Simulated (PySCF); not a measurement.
Computed shifts of a molecule CH7FOSi2, PBE/pcSseg-1 (PySCF), GIAO, gas phase, equivalent atoms averaged, in ppm (number of nuclei): ²⁹Si: -7.6 (1), -41.0 (1). ¹³C: 1.3 (1). ¹⁹F: -174.7 (1). ¹H: 5.55 (3), 5.46 (1), 0.52 (3). References: ²⁹Si against TMS (σ = 335.4 ppm); ¹³C against TMS (σ = 182.0 ppm); ¹⁹F against CFCl3 (σ = 133.6 ppm); ¹⁷O against H2O (σ = 334.3 ppm); ¹H against TMS (σ = 31.49 ppm), references at their B3LYP-D3(BJ)/def2-TZVP geometries, non-relativistic. The structure is a stationary point at PBE0-D3(BJ)/def2-SVP. The values are those of a single conformer.

### Question
Which structure fits?
A. O[SiH2]C[SiH2]F
B. O[Si@@H]([SiH3])CF
C. C[SiH](F)O[SiH3]
D. C[Si@@](O)(F)[SiH3]

### Answer
C, C[SiH](F)O[SiH3]
